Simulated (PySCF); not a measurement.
**RhOBr: breathing scan**

These are results of UB3LYP in PySCF with Rh def2-SVP with ECP28, O def2-SVP, Br def2-SVP; scalar-relativistic core potentials, no spin–orbit coupling; density-fitted integrals, not measurements.

Rigid scan from the triplet minimum (Rh–Br 2.371 Å, Rh–O 1.677 Å; Br–Rh–O 126.5°). Coordinate: all bonds to the central atom scaled together. Energies in kJ/mol from the minimum.

| scale of all bonds to the centre | E (kJ/mol) | dipole size (D) | ⟨S²⟩ |
| --- | --- | --- | --- |
| 0.88 | 219.5 | 1.30 | 2.01 |
| 0.92 | 84.2 | 1.63 | 2.01 |
| 0.96 | 18.3 | 1.95 | 2.01 |
| 1.00 | 0.0 | 2.24 | 2.02 |
| 1.04 | 13.7 | 2.49 | 2.04 |
| 1.08 | 47.5 | 2.69 | 2.15 |
| 1.14 | 115.7 | 2.94 | 2.45 |
| 1.22 | 212.4 | 3.22 | 2.74 |
| 1.35 | 351.3 | 3.22 | 2.92 |

Spin contamination is strong at 1.14, 1.22, 1.35, so these points are less reliable.

With open d or f shells other occupations or spin states may lie lower.
